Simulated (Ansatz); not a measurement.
Gas-phase electronic energies from Ansatz, PBE0-D4/def2-TZVP geometries. CBS: MP2 limit from def2 TZ/QZ plus the TZ coupled-cluster correction, frozen cores. DFT in def2-TZVPP. B3LYP here is the variant with VWN-RPA as its local correlation; programs differ in this. For Ge outer-core shells are correlated without core-valence functions, which leaves a few kJ/mol of doubt a bond. Scalar relativity is left out up to krypton. One conformer a species, not always the lowest.

Consider the ligand exchange at a Ge–N bond: `C[N]([SiH3])[GeH3]` + `CBS` → `CB[S][GeH3]` + `CN[SiH3]`.

(1) Is it downhill or uphill in electronic energy at CCSD(T)/CBS, and by how much? (Estimate.)

(2) What do these levels give: PBE-D4, PBE0-D4, B3LYP-D4, ωB97X-V, ωB97M-V, B2PLYP, PBE, r2SCAN, PBE0, MP2/def2-QZVPP, MP2/CBS(def2), CCSD/CBS(def2)? (Best estimate.)

Largest T1 diagnostic among the species: 0.013.

## Answers

(1) The calculation gave: Downhill: ΔE = -31.1 kJ/mol.

(2) Ansatz gave: PBE-D4 -39.2, PBE0-D4 -39.2, B3LYP-D4 -34.6, ωB97X-V -32.7, ωB97M-V -33.8, B2PLYP -34.6, PBE -42.2, r2SCAN -38.2, PBE0 -41.9, MP2/def2-QZVPP -30.6, MP2/CBS(def2) -32.1, CCSD/CBS(def2) -31.7 kJ/mol.

In def2-TZVPP, CCSD(T) changes the Hartree–Fock value by +8.8 kJ/mol (the triples alone add +0.6 kJ/mol) and MP2 by +7.8 kJ/mol. The D4 term adds +4.8 kJ/mol with B3LYP and +2.6 kJ/mol with PBE0; it sums over pairs of atoms, weighted by their polarisabilities, and B3LYP, whose exchange is more repulsive, gets the larger term.
